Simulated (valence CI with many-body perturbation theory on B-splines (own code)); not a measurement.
**E1 transitions of Eu48+**

Calculated by relativistic CI+MBPT: five valence electrons over a frozen Dirac-Fock core [Ne], a basis of 9 s, 9 p, 8 d, 6 f, 3 g, 1 h functions for each j, with the one-electron correlation potential Σ1 (screened to all orders), the two-electron term Σ2, the three-electron term Σ3, Breit, model QED; selected single and double excitations, second order for the rest (own B-spline code, finite nucleus).

The last digits are not significant, and no measured levels were compared; by estimate large intervals hold to a few tenths of a per cent, small ones and those within an open d or f shell to about a per cent. Among the levels kept, up to 620 cm⁻¹ of a level comes from second order outside the variational space, and about a tenth of that is noise between levels of different J, which matters for small intervals.

Lines 151 to 200 of 205 in falling wavelength, among levels below 566.67 eV, chosen from the strongest by gf and those to the six lowest levels. Wavelengths and rates use the calculated energies. Electric multipoles are in the length gauge, E1 and E2 with the static RPA response of the core. Weak lines are less certain than strong ones. Lines between different terms over intervals too small for the method are left out, as are lines whose strength nearly cancels. The highest levels of a list are the least certain.

Levels are named by their leading jj configuration (3d3/2^4 stands for four electrons in 3d with j = 3/2), which in mixed levels can hold well under half, so a name can repeat and another be missing. Letters in brackets count levels of one name in rising energy.

| λ vac (Å) | Upper | Lower | A (s⁻¹) | log gf | Branch % |
| --- | --- | --- | --- | --- | --- |
| 40.52 | (3s 3p1/2 3p3/2^3) J=5/2 | (3s^2 3p1/2 3p3/2^2) J=5/2 | 3.90e+11 | -0.24 | 96.9 |
| 40.31 | (3s 3p1/2^2 3p3/2 3d3/2) J=3/2 [b] | (3s^2 3p1/2^2 3d3/2) J=3/2 | 1.68e+11 | -0.78 | 79.2 |
| 39.94 | (3s 3p1/2 3p3/2^3) J=1/2 | (3s^2 3p1/2 3p3/2^2) J=1/2 | 4.84e+11 | -0.64 | 60.1 |
| 39.72 | (3s 3p1/2^2 3p3/2 3d5/2) J=7/2 [b] | (3s^2 3p1/2^2 3d5/2) J=5/2 | 2.55e+11 | -0.32 | 63.6 |
| 39.71 | (3s 3p1/2 3p3/2^3) J=3/2 [b] | (3s^2 3p1/2 3p3/2^2) J=1/2 | 1.19e+11 | -0.95 | 13.2 |
| 39.38 | (3s 3p1/2^2 3p3/2^2) J=3/2 | (3s^2 3p1/2^2 3p3/2) J=3/2 | 2.92e+11 | -0.57 | 90.2 |
| 39.36 | (3s 3p1/2^2 3p3/2^2) J=1/2 | (3s^2 3p1/2^2 3p3/2) J=3/2 | 1.98e+11 | -1.04 | 90.8 |
| 39.25 | (3s 3p1/2 3p3/2^3) J=5/2 | (3s^2 3p1/2 3p3/2^2) J=3/2 | 9.62e+07 | -3.88 | 0.0 |
| 38.80 | (3s 3p1/2^2 3p3/2 3d3/2) J=5/2 [b] | (3s^2 3p1/2^2 3d3/2) J=3/2 | 3.68e+11 | -0.30 | 89.9 |
| 38.41 | (3s 3p1/2^2 3p3/2 3d3/2) J=1/2 [b] | (3s^2 3p1/2^2 3d3/2) J=3/2 | 4.07e+11 | -0.74 | 89.5 |
| 38.40 | (3s 3p1/2^2 3p3/2 3d5/2) J=5/2 [b] | (3s^2 3p1/2^2 3d5/2) J=5/2 | 1.62e+11 | -0.67 | 36.2 |
| 38.22 | (3s 3p1/2^2 3p3/2 3d5/2) J=3/2 [b] | (3s^2 3p1/2^2 3d5/2) J=5/2 | 2.38e+11 | -0.68 | 54.5 |
| 38.20 | (3s 3p1/2 3p3/2^3) J=3/2 [b] | (3s^2 3p1/2 3p3/2^2) J=5/2 | 6.75e+11 | -0.23 | 75.2 |
| 37.27 | (3s 3p1/2 3p3/2^3) J=1/2 | (3s^2 3p1/2 3p3/2^2) J=3/2 | 3.02e+11 | -0.90 | 37.5 |
| 37.07 | (3s 3p1/2 3p3/2^3) J=3/2 [b] | (3s^2 3p1/2 3p3/2^2) J=3/2 | 8.62e+10 | -1.15 | 9.6 |
| 36.78 | (3s 3p1/2^2 3p3/2 3d5/2) J=5/2 [a] | (3s^2 3p1/2^2 3d3/2) J=3/2 | 6.42e+08 | -3.11 | 0.4 |
| 36.57 | (3s^2 3p1/2 3p3/2 3d3/2) J=5/2 [a] | (3s^2 3p1/2^2 3p3/2) J=3/2 | 1.46e+09 | -2.75 | 33.1 |
| 36.35 | (3s^2 3p1/2 3p3/2 3d3/2) J=3/2 [a] | (3s^2 3p1/2^2 3p3/2) J=3/2 | 6.89e+10 | -1.26 | 88.4 |
| 36.32 | (3s^2 3p1/2 3p3/2 3d3/2) J=1/2 [a] | (3s^2 3p1/2^2 3p3/2) J=3/2 | 3.17e+09 | -2.90 | 48.9 |
| 35.93 | (3s 3p1/2^2 3p3/2 3d5/2) J=3/2 [a] | (3s^2 3p1/2^2 3d3/2) J=3/2 | 5.33e+09 | -2.38 | 4.3 |
| 35.48 | (3s^2 3p1/2 3d3/2^2) J=5/2 | (3s^2 3p1/2^2 3d3/2) J=3/2 | 5.23e+11 | -0.23 | 97.8 |
| 34.92 | (3s^2 3p3/2^2 3d3/2) J=3/2 [a] | (3s^2 3p1/2 3p3/2^2) J=1/2 | 9.68e+10 | -1.15 | 6.5 |
| 34.84 | (3s^2 3p3/2^2 3d3/2) J=1/2 | (3s^2 3p1/2 3p3/2^2) J=1/2 | 9.41e+10 | -1.47 | 6.1 |
| 33.98 | (3s 3p1/2^2 3p3/2 3d5/2) J=1/2 | (3s^2 3p1/2^2 3d3/2) J=3/2 | 3.25e+09 | -2.95 | 1.8 |
| 33.93 | (3s^2 3p3/2^2 3d3/2) J=5/2 | (3s^2 3p1/2 3p3/2^2) J=5/2 | 7.13e+11 | -0.13 | 65.5 |
| 33.86 | (3s^2 3p3/2^2 3d3/2) J=7/2 | (3s^2 3p1/2 3p3/2^2) J=5/2 | 7.77e+11 | 0.03 | 100.0 |
| 33.74 | (3s^2 3p3/2^2 3d3/2) J=3/2 [a] | (3s^2 3p1/2 3p3/2^2) J=5/2 | 5.11e+11 | -0.46 | 34.1 |
| 33.54 | (3s 3p1/2^2 3p3/2 3d5/2) J=5/2 [b] | (3s^2 3p1/2^2 3d3/2) J=3/2 | 9.48e+08 | -3.02 | 0.2 |
| 33.43 | (3s^2 3p3/2^2 3d3/2) J=3/2 [b] | (3s^2 3p1/2 3p3/2^2) J=1/2 | 9.79e+11 | -0.18 | 95.3 |
| 33.40 | (3s 3p1/2^2 3p3/2 3d5/2) J=3/2 [b] | (3s^2 3p1/2^2 3d3/2) J=3/2 | 1.87e+10 | -1.90 | 4.3 |
| 33.26 | (3s^2 3p1/2 3p3/2 3d3/2) J=5/2 [b] | (3s^2 3p1/2^2 3p3/2) J=3/2 | 1.08e+12 | 0.03 | 99.5 |
| 33.04 | (3s^2 3p3/2^2 3d3/2) J=5/2 | (3s^2 3p1/2 3p3/2^2) J=3/2 | 3.74e+11 | -0.43 | 34.4 |
| 33.02 | (3s^2 3p3/2^2 3d5/2) J=1/2 | (3s^2 3p1/2 3p3/2^2) J=1/2 | 3.72e+07 | -4.91 | 0.1 |
| 32.86 | (3s^2 3p3/2^2 3d3/2) J=3/2 [a] | (3s^2 3p1/2 3p3/2^2) J=3/2 | 8.92e+11 | -0.24 | 59.5 |
| 32.79 | (3s^2 3p3/2^2 3d3/2) J=1/2 | (3s^2 3p1/2 3p3/2^2) J=3/2 | 1.45e+12 | -0.33 | 93.8 |
| 32.66 | (3s^2 3p1/2 3p3/2 3d3/2) J=3/2 [b] | (3s^2 3p1/2^2 3p3/2) J=3/2 | 1.86e+12 | 0.07 | 100.0 |
| 32.64 | (3s^2 3p1/2 3p3/2 3d3/2) J=1/2 [b] | (3s^2 3p1/2^2 3p3/2) J=3/2 | 1.37e+12 | -0.36 | 99.7 |
| 32.55 | (3s^2 3p3/2^2 3d5/2) J=7/2 | (3s^2 3p1/2 3p3/2^2) J=5/2 | 1.99e+10 | -1.60 | 99.8 |
| 32.35 | (3s^2 3p3/2^2 3d3/2) J=3/2 [b] | (3s^2 3p1/2 3p3/2^2) J=5/2 | 4.15e+10 | -1.58 | 4.0 |
| 32.25 | (3s^2 3p1/2 3p3/2 3d5/2) J=3/2 [a] | (3s^2 3p1/2^2 3p3/2) J=3/2 | 1.21e+10 | -2.12 | 18.1 |
| 31.92 | (3s^2 3p1/2 3p3/2 3d5/2) J=5/2 [a] | (3s^2 3p1/2^2 3p3/2) J=3/2 | 3.59e+10 | -1.48 | 42.4 |
| 31.54 | (3s^2 3p3/2^2 3d3/2) J=3/2 [b] | (3s^2 3p1/2 3p3/2^2) J=3/2 | 3.60e+09 | -2.67 | 0.4 |
| 31.17 | (3s^2 3p3/2^2 3d5/2) J=1/2 | (3s^2 3p1/2 3p3/2^2) J=3/2 | 4.65e+09 | -2.87 | 16.4 |
| 30.34 | (3s^2 3p1/2 3p3/2 3d5/2) J=5/2 [b] | (3s^2 3p1/2^2 3p3/2) J=3/2 | 2.21e+10 | -1.74 | 5.1 |
| 29.91 | (3s^2 3p1/2 3p3/2 3d5/2) J=3/2 [b] | (3s^2 3p1/2^2 3p3/2) J=3/2 | 2.91e+10 | -1.81 | 15.1 |
| 29.71 | (3s^2 3p1/2 3p3/2 3d5/2) J=1/2 | (3s^2 3p1/2^2 3p3/2) J=3/2 | 2.69e+10 | -2.15 | 9.8 |
| 27.14 | (3s 3p1/2 3p3/2^3) J=3/2 [a] | (3s^2 3p1/2^2 3p3/2) J=3/2 | 2.46e+09 | -2.96 | 0.6 |
| 26.38 | (3s 3p1/2 3p3/2^3) J=5/2 | (3s^2 3p1/2^2 3p3/2) J=3/2 | 2.29e+09 | -2.84 | 0.6 |
| 25.47 | (3s 3p1/2 3p3/2^3) J=1/2 | (3s^2 3p1/2^2 3p3/2) J=3/2 | 6.52e+08 | -3.90 | 0.1 |
| 25.38 | (3s 3p1/2 3p3/2^3) J=3/2 [b] | (3s^2 3p1/2^2 3p3/2) J=3/2 | 2.56e+09 | -3.00 | 0.3 |

(1) How does gf follow from A for the line at 35.48 Å?

Results:

(1) gf = 1.4992 × (2J+1)_upper × A / σ², with σ = 2818216 cm⁻¹ and 2J+1 = 6: gf = 0.593.
